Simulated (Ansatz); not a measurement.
Wavefunction ladder for CH7InO3Si, SMILES `C[O][In]([OH])[O][SiH3]`

```xyz
13

C    -0.051   -0.497    2.096
O     1.182   -0.800    1.484
In    1.465   -0.450   -0.426
O     3.116   -0.839   -1.405
O     0.000    0.365   -1.481
Si   -1.524    0.887   -1.253
H    -0.319    0.564    2.013
H     0.039   -0.734    3.160
H    -0.881   -1.088    1.690
H     3.032   -0.581   -2.328
H    -2.406   -0.203   -0.741
H    -2.076    1.373   -2.545
H    -1.578    2.004   -0.264
```

Charge 0, multiplicity 1. Correlated methods include outer-core shells of In, which these sets cover unevenly. In: def2 effective core potential. All single points use the PBE0-D4/def2-TZVP geometry. It is one conformer, not always the lowest. Frozen core, restricted reference, the Gaussian-basis code of Ansatz.

```json
{"basis": "def2-SVP", "HF (Eh)": "-744.42193", "MP2 corr.": "?", "CCSD corr.": "?", "(T)": "?", "CCSD(T) total": "?"}
{"basis": "def2-TZVPP", "HF (Eh)": "-744.87556", "MP2 corr.": "-1.30484", "CCSD corr.": "-1.32904", "(T)": "-0.04836", "CCSD(T) total": "-746.25296"}
{"basis": "def2-QZVPP", "HF (Eh)": "-744.90044", "MP2 corr.": "?", "CCSD corr.": "–", "(T)": "–", "CCSD(T) total": "–"}
```

**Question.** Fill in the withheld values. (An estimate is asked.)

**Answer.** Ansatz gave: def2-SVP MP2 corr.: -0.89331; def2-SVP CCSD corr.: -0.93967; def2-SVP (T): -0.02392; def2-SVP CCSD(T) total: -745.38552; def2-QZVPP MP2 corr.: -1.57419.
